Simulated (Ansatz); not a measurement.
Consider the ligand exchange at the Si–F bond: `N[Si](N)(F)[SiH3]` + HCl → `N[Si](N)([SiH3])Cl` + H–F.

Computed with Ansatz on PBE0-D4/def2-TZVP structures; ΔE is electronic, products minus reactants. CBS: MP2 limit from def2 TZ/QZ plus the TZ coupled-cluster correction, frozen cores. This one scheme is used for every species. DFT in def2-TZVPP. B3LYP here is the variant with VWN-RPA as its local correlation; programs differ in this. Each species was taken in one conformer, which may not be the lowest.

| level | ΔE (kJ/mol) |
| --- | --- |
| B3LYP-D4 | 44.9 |
| ωB97M-V | 44.1 |
| BLYP | 54.2 |
| MP2/def2-QZVPP | 35.5 |

Task: What does CCSD(T)/CBS give? (An estimate is asked.)

Result: Computed: +40.5 kJ/mol. The listed levels differ from it by 4.4, 3.6, 13.7, -5.0 kJ/mol.

Task: What do rigid-rotor, harmonic-oscillator terms from PBE0-D4/def2-TZVP frequencies (298.15 K, 1 bar) make of the CCSD(T)/CBS value? (Best estimate.)

Result: The calculation gave: ΔZPE = +4.0 kJ/mol, ΔH = +45.3 kJ/mol, ΔS = -2 J/(mol·K), ΔG = +45.8 kJ/mol.

Largest T1 diagnostic among the species: 0.012.

The D4 term adds −8.1 kJ/mol with B3LYP and −4.4 kJ/mol with PBE0; it sums over pairs of atoms, weighted by their polarisabilities, and B3LYP, whose exchange is more repulsive, gets the larger term. Leaving LDA and LC-ωPBE aside and taking each functional with its dispersion term where it has one, the values, not all of them listed here, spread over 20.3 kJ/mol, from revPBE-D4 to CAM-B3LYP-D4.
